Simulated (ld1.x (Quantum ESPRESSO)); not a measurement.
## Ti (Z = 22), TM: configuration errors across variants

| Quantity | Value |
| --- | --- |
| Element | Ti (Z = 22) |
| Generator | ld1.x (Quantum ESPRESSO) 7.5 |
| Type | norm-conserving Troullier–Martins (Kleinman–Bylander form) |
| Functional | PBE |
| Relativity | fully relativistic |
| Frozen core | [Ne] 3s2 |
| Valence charge | 10 |
| Reference configuration | 3p6 3d2 4s2 4p0 |
| Partial waves | 4s (bound): rc 2.05 bohr; 3p (bound): rc 1.15 bohr; 3d (bound): rc 2.30 bohr |
| Local potential | all-electron potential smoothed inside 0.90 bohr (lloc = -1) |
| Core correction | none |

Open shells are filled in proportion to 2j + 1 (rel_dist='average').

All-electron excitation energies from the reference (eV): (1) 3p6 3d2 4s1 4p0 7.347; (2) 3p6 3d2 4s0 4p0 20.919; (3) 3p6 3d1 4s0 4p0 47.867; (4) 3p6 3d2 4s1.5 4p0 2.937; (5) 3p6 3d1 4s2 4p1 4.672; (6) 3p6 3d2 4s1 4p1 3.076; (7) 3p6 3d3 4s1 4p0 1.106.

Tests that are not counted but printed errors over 1 eV. “wave 4s (bound): rc 2.05 bohr becomes 4s (bound): rc 2.60 bohr”: 3p6 3d1 4s2 4p1 (solver errors, printed error -53.8 eV). “wave 4s (bound): rc 2.05 bohr becomes 4s (bound): rc 2.80 bohr”: 3p6 3d1 4s2 4p1 (solver errors, printed error -51.4 eV).

1 further variants failed, have other tests or too few solved ones, and are left out.

A true bound ghost makes a file unfit for plane-wave use even where its test errors are small: the radial tests pick states by their node count and pass the ghost by. Where a test does run into it, the solver fails or the error is huge.

Errors AE − PS in meV (a dash: test not solved or not reliable):

```tsv
change	(1)	(2)	(3)	(4)	(5)	(6)	(7)	bound ghosts
base	+5.1	+22	+200	+1.1	+187	+9.4	+21	s
wave 4s (bound): rc 2.05 bohr becomes 4s (bound): rc 1.86 bohr	+5.6	+28	+155	+1.2	+187	+11	+32	s
wave 4s (bound): rc 2.05 bohr becomes 4s (bound): rc 2.02 bohr	+5.1	+22	+200	+1.1	+187	+9.4	+21	s
wave 4s (bound): rc 2.05 bohr becomes 4s (bound): rc 2.30 bohr	+3.3	+14	+249	+0.7	+159	+7.7	+3.6	s
wave 4s (bound): rc 2.05 bohr becomes 4s (bound): rc 2.60 bohr	+2.5	+12	+272	+0.5	–	+7.2	-4.2	s
wave 4s (bound): rc 2.05 bohr becomes 4s (bound): rc 2.80 bohr	+2.5	+11	+268	+0.5	–	+7.2	-3.0	s
wave 4s (bound): rc 2.05 bohr becomes 4s (bound): rc 3.10 bohr	–	+7.6	+233	+0.6	+162	+6.8	+5.4	s
```

(1) Give the same row for: wave 4s (bound): rc 2.05 bohr becomes 4s (bound): rc 1.54 bohr.

## Answers

(1) +18, +230, +325, +2.6, +144, +40, –; bound ghosts: s. Not counted: 3p6 3d3 4s1 4p0 (solver errors, printed error -69.6 eV).
